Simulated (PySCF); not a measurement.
Working out the ionisation energy of Re

Re [Xe] 4f14 5d5 6s2 (6S) → Re⁺ [Xe] 4f14 5d5 6s1 (7S). All numbers are calculated (PySCF 2.14, a scalar-relativistic core potential, in aug-cc-pwCVDZ-PP with ECP60MDF (6s6p5d3f, 70 functions)). Frozen: nothing. Energies in hartree (1 hartree = 27.21139 eV):

```csv
part,Re (lower),Re⁺ (upper)
UHF,-77.835918,-77.618146
CCSD correlation,-0.368472,-0.313701
(T),-0.011320,-0.006160
```

Task: What does Hartree-Fock give?

Result: (-77.618146) − (-77.835918) = 0.217772 hartree = 5.926 eV.

Task: What do CCSD and CCSD(T) give?

Result: The CCSD correlation energies differ by 0.054771 hartree = 1.490 eV and the triples by 0.005160 hartree = 0.140 eV, so CCSD gives 7.416 eV and CCSD(T) 7.556 eV.

Measured between the centres of the two terms (NIST): 7.834 eV, so CCSD(T) (valence and next inner shell) is off by -0.278 eV.

A double-zeta basis recovers only part of the correlation energy.

What remains against the reference includes basis incompleteness and higher excitations.
